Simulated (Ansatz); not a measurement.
Total energies of `O[SiH2][GaH][Br]`.

```xyz
8

O     1.7542    0.4487   -0.7374
Si    0.4618   -0.5141   -0.3653
Ga   -1.1566    0.8333    0.7924
Br   -3.0279   -0.3931    1.3762
H     2.4897    0.0503   -1.2059
H    -0.1588   -1.0948   -1.5915
H     0.8652   -1.6615    0.4989
H    -1.2277    2.3311    1.2326
```

Total charge 0; spin multiplicity 1. Correlated methods include outer-core shells of Br, Ga, which these sets cover unevenly. Scalar relativity is left out up to krypton. All single points use the PBE0-D4/def2-TZVP geometry. It is one conformer, not always the lowest. Basis def2-TZVPP, the Gaussian-basis code of Ansatz.

RPA on PBE orbitals: Hartree–Fock energy of these orbitals -4861.86753 Eh, correlation -1.35906 Eh (frozen core).

```tsv
functional	energy without D4 (Eh)	D4 term (kJ/mol)
LDA (SPW92)	-4857.96036	–
PBE	-4865.35654	-18.7
revPBE	-4865.82108	-45.1
BLYP	-4866.34555	-39.3
r2SCAN	-4866.18345	-4.3
B97M-V	-4865.34429	–
PBE0	-4865.51725	-16.1
B3LYP	-4866.37582	-30.7
r2SCANh	-4866.16613	-4.7
r2SCAN0	-4866.14193	-5.3
HSE06 (plane-wave form)	-4865.51103	-15.4
BHLYP	-4866.20331	-28.6
CAM-B3LYP	-4866.49832	-16.9
LC-ωPBE	-4865.53201	–
ωB97X-V	-4865.78784	–
ωB97M-V	-4865.97352	–
B2PLYP	-4865.35392	–
PBE-QIDH	-4864.77776	–
```

B3LYP takes the VWN-RPA correlation (the form of Gaussian; ORCA's B3LYP/G). HSE06 is the plane-wave form, built on full-range PBE exchange. The double hybrids freeze the cores in their second-order part.

LC-ωPBE has ω = 0.4 bohr⁻¹.
